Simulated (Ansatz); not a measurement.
## Energy profile

The step: SiHF₃ ([F][SiH]([F])[F]) + H₂O → SiH₂OF₂ ([OH][SiH]([F])[F]) + HF; bonds formed: Si1–O7, F2–H6; bonds broken: Si1–F2, H6–O7 (atoms numbered as in the saddle structure below).

Si1  (-0.605, 0.198, -0.042)
F2  (-0.037, -1.610, -0.336)
F3  (-0.747, 0.357, -1.613)
F4  (-0.657, 1.755, 0.373)
H5  (-1.703, -0.343, 0.754)
H6  (0.958, -1.032, 0.064)
O7  (1.063, 0.010, 0.517)
H8  (1.728, 0.664, 0.283)
(Å)

Electronic energies by CCSD(T) at an estimated basis limit (MP2 extrapolated from triple and quadruple zeta, plus CCSD(T) − MP2 in triple zeta), on PBE0-D4/def2-TZVP structures; SiH₃OF₃, closed shell; no counterpoise correction. Ansatz 0.2.0; basis: def2-TZVPP and def2-QZVPP; cores frozen in the correlated methods. Extrapolation: Hartree–Fock as exp(−7.88 √X), correlation as X^−2.97.

(1) Give the profile in eV, counted from the separated reactants. (An estimate is asked for; the value comes from the calculation.)

No T1 diagnostic of these runs exceeds 0.012.

## Answers

(1) The calculation gives:
| point | eV |
| --- | --- |
| separated: SiHF₃ (linked as [F][SiH]([F])[F]; Si1, F2, F3, F4, H5; singlet) + H₂O (H6, O7, H8; singlet) | 0.000 |
| start structure | -0.110 |
| saddle | 1.117 |
| end structure | 0.119 |
| separated: SiH₂OF₂ (linked as [OH][SiH]([F])[F]; Si1, F3, F4, H5, O7, H8; singlet) + HF (F2, H6; singlet) | 0.378 |

The step is the kind of ligand exchange by which a precursor binds to a hydroxyl group, or is hydrolysed, in atomic layer deposition of oxides.

For scale, one of the runs: CCSD(T)/def2-TZVPP, 208 basis functions (an equivalent command: `ansatz run in.yaml --threads 4`). Hardware: 4 CPU threads, shared host. Wall time 97 s; peak host memory 3.1 GiB.
